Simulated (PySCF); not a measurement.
A GIAO shielding run with PySCF 2.14.0 with density-fitted response routines (density fitting, non-relativistic, gas phase) on `InChI=1S/C3H12FPSi3/c4-3-7-1-6-2-8(3)5/h3,8H,1-2,5-7H2/t3-,8+/m1/s1`:

```
$ OMP_NUM_THREADS=1 python probes_run.py task.json out

{"job": {"kind": "nmr", "xc": "PBE0", "basis": "pcSseg-1"}, "charge": 0, "multiplicity": 1}
F      0.861957    -2.111073     1.810388
C      0.154445    -0.970678     1.403308
Si    -1.267975    -1.525025     0.241823
C     -2.129964     0.061344    -0.344841
Si    -0.994632     1.317730    -1.214258
C      0.435707     1.754959    -0.034881
Si     1.409887     0.263229     0.629344
P      2.392688    -0.802380    -1.082697
H     -0.249320    -0.551893     2.330394
H     -2.178848    -2.387612     1.007568
H     -0.683011    -2.274490    -0.872510
H     -2.603942     0.544436     0.509729
H     -2.938998    -0.211119    -1.019261
H     -1.751182     2.546750    -1.508701
H     -0.475615     0.762310    -2.468422
H      1.123929     2.422523    -0.549182
H      0.042851     2.319038     0.809357
H      2.344138     0.683863     1.695141
H      2.952856    -1.791219    -0.293532
H      3.549879    -0.040015    -1.051803
```

Hardware: 1 thread of an Arm Neoverse N1, shared host. The job also computes population analyses, field gradients, ring-centre shieldings.

(1) How large is the calculation?

(2) How long does it take, and how much memory does it need?

Results:

(1) 96 electrons, 224 basis functions and 1258 auxiliary functions.

(2) 88 s of wall time, with 13 SCF cycles and 5 response iterations; peak memory 1 GiB. Times on a shared host scatter by some tens of per cent.
